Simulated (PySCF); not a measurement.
Al(H)(OMe)(SH) (CH5AlOS), SMILES [SH][AlH][O]C.

Geometry: PBE-D3(BJ)/def2-SVP. The values are those of a single conformer.

Level of theory: PBE0/def2-TZVP run with PySCF.

Symmetry labels are those of the subgroup Cs that the program uses (full group Cs).

Task: List the valence orbital energies around the gap with their symmetry. (The exact figures need the calculation; the answer reports its results.)

Result: 
```tsv
orbital	symmetry	energy (eV)
HOMO−7	A'	-12.37
HOMO−6	A"	-12.37
HOMO−5	A'	-11.42
HOMO−4	A'	-10.45
HOMO−3	A'	-8.85
HOMO−2	A"	-8.34
HOMO−1	A'	-8.20
HOMO	A"	-7.69
LUMO	A"	-0.66
LUMO+1	A'	-0.01
LUMO+2	A'	0.38
LUMO+3	A'	0.96
```
